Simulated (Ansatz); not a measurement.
`[SiH3]O[SiH](Cl)Cl` at its PBE0-D4/def2-TZVP geometry, where that method's forces vanish. Total charge 0; spin multiplicity 1.

```xyz
9

Si    0.1570   -0.5017   -1.5070
O     0.5571    0.1449   -0.0439
Si    0.0581    0.5317    1.4343
Cl   -1.4137    1.9385    1.3293
Cl   -0.6918   -1.1165    2.3719
H     1.3565   -0.4087   -2.3702
H    -0.9638    0.2671   -2.1004
H    -0.2401   -1.9195   -1.3298
H     1.1807    1.0642    2.2159
```

Q: What forces (eV/Å) does ωB97M-V/def2-TZVPP give on these atoms in the Gaussian-basis code of Ansatz? (An estimate is asked.)

A: Computed: 
```
Si1 -0.045 -0.103 -0.251
O2   0.037  0.009 -0.003
Si3  0.188  0.112  0.193
Cl4 -0.035  0.020 -0.009
Cl5 -0.022 -0.034  0.010
H6  -0.150 -0.014  0.104
H7   0.131 -0.091  0.075
H8   0.045  0.171 -0.018
H9  -0.148 -0.069 -0.100
```
